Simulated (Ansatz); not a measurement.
A structure relaxed at r2SCAN-D4/def2-SVP in Ansatz, charge 0, singlet:

Cartesian coordinates in Å:
```
Na -2.016 0.018 -1.628
Na -1.426 1.218 1.789
Na 1.426 -1.217 -1.789
Na 2.015 -0.019 1.629
H -2.575 0.923 0.121
H 2.573 -0.927 -0.119
H -0.442 -0.898 -2.568
H 0.444 0.903 2.566
```

(1) Give its formula and point group.

(2) Summarise the bond lengths by kind (pairs closer than 1.2 times the sum of covalent radii, bridged metal pairs left out).

## Answers

(1) the cluster Na4H4. Point group D4h (tolerance 0.1 Å).

(2) 8 × H–Na 2.05 Å.

Another isomer (singlet) lies 0.18 eV lower at PBE0-D4/def2-TZVP; other spin states weren't run for this one.
